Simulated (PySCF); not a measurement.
## Spinor energies of Hg⁺ (mercury, charge +1)

Start: [Xe] 4f14 5d10 6p1; 6p3/2 filled at m_j = +3/2. Calculated with PySCF 2.14 in x2c-TZVPall-2c (11s11p10d2f, 108 functions): generalised Hartree-Fock with the X2C-1e Hamiltonian and a Gaussian nucleus; spin-orbit coupling (SO) screened by Boettger's factors. This is a chosen level, not necessarily the ground level.

```
spinor shell  electrons  ε, screened SO (eV)  weight of nominal j (screened SO)  rms radius, screened SO (bohr)
       1s1/2          2             -83549.1                              1.000                          0.0187
       2s1/2          2             -14966.8                              1.000                          0.0755
       2p1/2          2             -14336.1                              1.000                          0.0639
       2p3/2          4             -12383.0                              1.000                          0.0720
       3s1/2          2              -3629.2                              1.000                           0.193
       3p1/2          2              -3346.3                              1.000                           0.184
       3p3/2          4              -2907.3                              1.000                           0.201
       3d3/2          4              -2444.3                              1.000                           0.176
       3d5/2          6              -2350.7                              1.000                           0.180
       4s1/2          2              -843.96                              1.000                           0.424
       4p1/2          2              -721.57                              1.000                           0.429
       4p3/2          4              -614.17                              1.000                           0.463
       4d3/2          4              -413.86                              1.000                           0.475
       5s1/2          2              -149.69                              1.000                           0.972
       4f5/2          6              -132.70                              1.000                           0.526
       4f7/2          8              -128.55                              1.000                           0.528
       5p1/2          2              -107.45                              1.000                            1.05
       5p3/2          4              -88.531                              1.000                            1.15
       5d3/2          4              -28.833                              0.999                            1.51
       5d5/2          6              -26.672                              0.999                            1.59
       6p3/2          1              -10.320                              1.000                            3.97
```

Where does 4d5/2 lie, and what is the 4d spin-orbit splitting (screened SO)?

At -393.24 eV, 20.622 eV above 4d3/2.

```
   quantity   screened SO
E (hartree)  -19639.10600
        M_J           3/2
       ⟨J²⟩         3.764
       ⟨L²⟩         2.191
       ⟨S²⟩         0.937
```

Breit and QED terms are absent; they matter most for the inner s and p1/2 levels.

Densities and radii are taken from the X2C orbitals without a picture-change correction, which distorts them close to the nucleus.
